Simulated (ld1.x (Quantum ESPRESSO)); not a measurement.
**Cs: one change to a TM potential, before and after**

* Element: Cs (Z = 55)
* Generator: ld1.x (Quantum ESPRESSO) 7.5
* Type: norm-conserving Troullier–Martins (Kleinman–Bylander form)
* Functional: LDA (PZ)
* Relativity: fully relativistic
* Frozen core: [Kr] 4d10 5s2
* Valence charge: 7
* Reference configuration: 5p6 5d0 6s1 6p0
* Partial waves: 6s (bound): rc 4.20 bohr; 5p (bound): rc 2.35 bohr; 5d (bound, empty): rc 4.20 bohr
* Local potential: all-electron potential smoothed inside 1.95 bohr (lloc = -2)
* Core correction: Bessel-smoothed model core inside 1.25 bohr

Open shells are filled in proportion to 2j + 1 (rel_dist='average').

Change: wave 5d (bound): rc 4.20 bohr becomes 5d (bound): rc 6.28 bohr.

Cutoffs: the cutoffs (Ry, on a coarse ladder) from which the occupation-weighted sum of valence levels, in a spherical-Bessel basis at the reference potential, stays within 10 and 1 mRy of its value at 400 Ry; they do not see the model core or the augmentation charge, which bear on the density cutoff. Errors are all-electron minus pseudo energies relative to the spin-unpolarised reference configuration.

Q: How do hardness, ghosts and transferability respond?

A: The potential gets harder (18 Ry and 35 Ry → 21 Ry and 35 Ry); both files keep a bound ghost (s); of the 5 tests that both files solve, the error grows in 0 and shrinks in 2 by more than 15 % and 0.3 meV (median size 1.2 → 1.2 meV).

| quantity | base | changed |
| --- | --- | --- |
| cutoff, loose | 18 Ry | 21 Ry |
| cutoff, tight | 35 Ry | 35 Ry |
| bound ghosts | s | s |
| tests counted (converged, no solver errors) | 5 of 6 | 5 of 6 |
| error for 5p6 5d0 6s0 6p0, meV [ΔE 4.00 eV] | -1.2 | -1.2 |
| error for 5p6 5d0 6s0.5 6p0, meV [ΔE 1.55 eV] | +0.2 | +0.2 |
| error for 5p6 5d0 6s0 6p1, meV [ΔE 1.47 eV] | +3.6 | +3.6 |
| error for 5p6 5d1 6s0 6p0, meV [ΔE 1.72 eV] | -3.0 | +1.2 |
| error for 5p6 5d0.5 6s0.5 6p0, meV [ΔE 0.87 eV] | -0.8 | +0.4 |

Base: Tests not counted: 5p5 5d0 6s1 6p0 (solver errors, printed error -2.3 eV). Changed file: Tests not counted: 5p5 5d0 6s1 6p0 (solver errors, printed error -261 meV). A true bound ghost makes a file unfit for plane-wave use even where its test errors are small: the radial tests pick states by their node count and pass the ghost by. Where a test does run into it, the solver fails or the error is huge.
